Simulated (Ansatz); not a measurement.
Gas-phase reaction R1 → 2 P1, each structure at its B3LYP-D3(BJ)/def2-TZVP stationary point, reached from a drawn start (curvature not checked).
R1: Cl2 (SMILES ClCl), charge 0, multiplicity 1.
P1: Cl atom, charge 0, multiplicity 2.

P less R. No zero-point or thermal terms; singlets are restricted closed shells; open shells are unrestricted; no spin–orbit coupling.

Cores are frozen in the correlated methods.

The values were computed with Ansatz (Gaussian basis) for Hartree–Fock, density functionals and correlated methods. No computed number here is a measurement.

Total energies in hartree:

```tsv
structure	PBE/def2-TZVPP	CCSD(T)/cc-pV(Q+d)Z
R1	-920.021287	-919.479308
P1	-459.958430	-459.694492
```

Question: Work out the reaction energy at each level in eV (1 hartree = 27.21139 eV), and say how far PBE/def2-TZVPP lies from CCSD(T)/cc-pV(Q+d)Z.

Answer: 
- PBE/def2-TZVPP: 2 × (-459.958430) − (-920.021287) = 0.104427 hartree = 2.842 eV
- CCSD(T)/cc-pV(Q+d)Z: 2 × (-459.694492) − (-919.479308) = 0.090324 hartree = 2.458 eV
PBE/def2-TZVPP less CCSD(T)/cc-pV(Q+d)Z: 0.384 eV. CCSD(T)/cc-pV(Q+d)Z is the level counted from, the highest shown, and no exact or measured value.

Ansatz is an electronic-structure program.
